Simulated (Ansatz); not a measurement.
Program: Ansatz 0.2.0.

A structure relaxed at PBE0-D4/def2-TZVP, charge 0, multiplicity 1:

Cartesian coordinates in Å:
```
O 0.934 0.533 1.315
B 0.391 0.954 0.136
O 0.577 2.244 -0.274
O -0.332 0.077 -0.619
Si -0.695 -1.512 -0.346
H 1.420 1.227 1.765
H 0.150 2.422 -1.114
H 0.543 -2.326 -0.265
H -1.511 -1.956 -1.502
H -1.478 -1.663 0.905
```

Problem. Give its formula and SMILES.

Solution. BH5O3Si, `OB(O)O[SiH3]`.

Problem. Point group (tolerance 0.08 Å, 0.16 Å for H)?

Solution. Cs.

Problem. Summarise the bond lengths by kind.

Solution. 3 × B–O 1.365 to 1.366 Å; 2 × H–O 0.959 to 0.960 Å; 1 × O–Si 1.653 Å; 3 × H–Si 1.482 to 1.484 Å.
